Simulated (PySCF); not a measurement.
SCF from a fresh guess for singlet LuSCl, at the PBE minimum. PySCF input:

```python
from pyscf import gto, scf, dft
mol = gto.M(atom='''
Lu    -0.000000    -0.352770    -0.000000
S      2.026330     0.666040     0.000000
Cl    -1.852680     1.155840    -0.000000''',
    basis={'Lu': 'def2-SVP', 'S': 'def2-SVP', 'Cl': 'def2-SVP'},
    ecp={'Lu': 'def2-SVP'},
    charge=0, spin=0)
mf = dft.RKS(mol, xc='PBE')
mf.grids.atom_grid = (50, 194)
aux = {'Lu': 'def2-universal-JKFIT', 'S': 'def2-universal-JKFIT', 'Cl': 'def2-universal-JKFIT'}
mf = mf.density_fit(auxbasis=aux)
mf.conv_tol = 1e-08
mf.diis_space = 10
mf.max_cycle = 60
mf.verbose = 4
# dm0: spherical densities of the free atoms in this basis, scaled to the electron count
mf.kernel(dm0)
```

Excerpt of the output (cycles and frontier levels):

```
init E= -2094.81708206748
  HOMO = -0.277243381337726  LUMO = -0.127879229639838  gap/eV = 4.06441
cycle= 1 E= -2094.11671888651  delta_E=  0.7  |g|= 1.57  |ddm|= 2.52
  HOMO = -0.219581496839616  LUMO = -0.176849427963623  gap/eV = 1.16280
cycle= 2 E= -2085.51227531498  delta_E=  8.6  |g|= 6.76  |ddm|= 4.95
  HOMO = -0.188618274507957  LUMO = -0.0799906754879999  gap/eV = 2.95591
cycle= 3 E= -2094.28600036537  delta_E= -8.77  |g|= 0.692  |ddm|= 4.75
  HOMO = -0.158338337107132  LUMO = -0.155582386778533  gap/eV = 0.07499
cycle= 4 E= -2092.59998119807  delta_E= 1.69  |g|= 2.17  |ddm|= 3.24
  HOMO = -0.20451105554099  LUMO = -0.152240177763952  gap/eV = 1.42236
cycle= 5 E= -2094.34987258796  delta_E= -1.75  |g|= 0.409  |ddm|= 2.68
  HOMO = -0.170592810232864  LUMO = -0.138028448157915  gap/eV = 0.88612
cycle= 6 E= -2094.35203607665  delta_E= -0.00216  |g|= 0.35  |ddm|= 0.617
  HOMO = -0.186514087218413  LUMO = -0.139755081542849  gap/eV = 1.27238
cycle= 7 E= -2094.39173756121  delta_E= -0.0397  |g|= 0.0922  |ddm|= 0.393
  HOMO = -0.191798243372434  LUMO = -0.138038454432936  gap/eV = 1.46288
cycle= 8 E= -2094.39452061422  delta_E= -0.00278  |g|= 0.0135  |ddm|= 0.109
  HOMO = -0.191468471692788  LUMO = -0.137407373352535  gap/eV = 1.47108
cycle= 9 E= -2094.39456812377  delta_E= -4.75e-05  |g|= 0.00265  |ddm|= 0.0147
  HOMO = -0.191720955083516  LUMO = -0.137447746370399  gap/eV = 1.47685
cycle= 10 E= -2094.39457039483  delta_E= -2.27e-06  |g|= 0.000629  |ddm|= 0.00505
  HOMO = -0.191688161887813  LUMO = -0.137466385929578  gap/eV = 1.47545
cycle= 11 E= -2094.39457050793  delta_E= -1.13e-07  |g|= 0.000243  |ddm|= 0.00116
  HOMO = -0.191691101837635  LUMO = -0.137460931049141  gap/eV = 1.47568
cycle= 12 E= -2094.39457052319  delta_E= -1.53e-08  |g|= 6.21e-05  |ddm|= 0.000272
  HOMO = -0.191693474192841  LUMO = -0.137462249840651  gap/eV = 1.47571
cycle= 13 E= -2094.39457052353  delta_E= -3.42e-10  |g|= 1.04e-05  |ddm|= 4.98e-05
  HOMO = -0.191693564826043  LUMO = -0.137461360060041  gap/eV = 1.47573
Extra cycle  E= -2094.39457052343  delta_E= 1.01e-10  |g|= 2.78e-05  |ddm|= 3.13e-05
converged SCF energy = -2094.39457052343
```

No lower solution of this spin was found by a stability analysis within the restricted form, which does not test spin polarisation.

The search for the lowest solution, with the stability check, took 8.1 s on 4 threads of a shared Arm Neoverse V2 host, with 117 basis functions; the process peaked at 0.33 GiB. Launch command: `OMP_NUM_THREADS=4 python axn.py task.json out`.
